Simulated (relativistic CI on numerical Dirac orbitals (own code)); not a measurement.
# Eu II: q coefficients and field-shift factors

These numbers are calculated, not measured: Dirac-Coulomb-Breit CI, KLI orbitals optimised for each configuration, valence Slater integrals scaled by 0.85, P86 correlation energy added to each configuration, derivatives by finite differences, QED left out (own radial code, finite nucleus).

CI space (outside the closed core [Xe]): 4f⁷6s, 4f⁶6s². The list is cut by size and lacks configurations that can hold low levels.

With x = (α/α₀)² − 1 an excitation energy changes as ω = ω₀ + qx; K = 2q/ω₀ is the relative enhancement. Terms are leading LS components, so labels can repeat. The field-shift factor is F = δν/δ⟨r²⟩ for the transition from the lowest level.

Lowest level 4f⁷6s ⁹S°4.

```tsv
Level	ω₀ (cm⁻¹)	q (cm⁻¹)	K	F (GHz/fm²)
4f⁷6s ⁷S°3	2508.7	849.5	0.677	-0.759
4f⁶6s² ⁷F0	23809.9	-43750	-3.68	22.8
4f⁶6s² ⁷F1	24201.0	-43120	-3.56	22.9
4f⁶6s² ⁷F2	24879.3	-42210	-3.39	22.9
4f⁶6s² ⁷F3	25744.3	-41220	-3.2	22.9
4f⁶6s² ⁷F4	26723.2	-40280	-3.01	23
4f⁶6s² ⁷F5	27766.4	-39440	-2.84	23
4f⁷6s ⁷P°4	28151.3	-3967	-0.282	0.764
4f⁷6s ⁷P°3	28536.4	-3331	-0.233	0.79
4f⁶6s² ⁷F6	28837.9	-38730	-2.69	23
4f⁷6s ⁷P°2	28945.3	-2654	-0.183	0.813
4f⁷6s ⁵P°3	30009.2	-3376	-0.225	0.216
4f⁷6s ⁵P°2	30448.4	-2610	-0.171	0.246
```

For a near-neutral ion this model can misplace configurations by up to about 10,000 cm⁻¹ (more where the count of f electrons changes) and terms by 10 to 25 % of their spread. Rates follow the energies as ν³ (E1, M1) or ν⁵ (E2), so they and the lifetimes can be off by large factors. The fine structure of a lone outer electron comes out too small, for d and f at times inverted, and misplaced configurations move strength between like terms.
